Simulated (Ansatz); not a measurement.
Basis-set series for C2H7BClN, SMILES `CCB(N)Cl`. Total charge 0; spin multiplicity 1. Geometry: relaxed with PBE0-D4/def2-TZVP. It is one conformer, not always the lowest.

| functional | basis | functions | energy (Eh) | HOMO (eV) | LUMO (eV) |
| --- | --- | --- | --- | --- | --- |
| PBE0-D4 | def2-SVP | 109 | -619.73433 | -8.01 | 0.94 |
| PBE0-D4 | def2-TZVPP | 264 | -620.06781 | -8.21 | 0.55 |
| ωB97M-V | def2-SVP | 109 | -619.96496 | -10.30 | 2.98 |
| ωB97M-V | def2-TZVPP | 264 | -620.30585 | -10.53 | 2.04 |

Problem. Give the rows for def2-QZVPP. (An estimate is asked.)

Solution. Ansatz gave: 
```
functional       basis  functions  energy (Eh)  HOMO (eV)  LUMO (eV)
   PBE0-D4  def2-QZVPP        508   -620.09066      -8.25       0.35
   ωB97M-V  def2-QZVPP        508   -620.32764     -10.57       1.52
```

Positive LUMOs are unbound and depend on the basis.
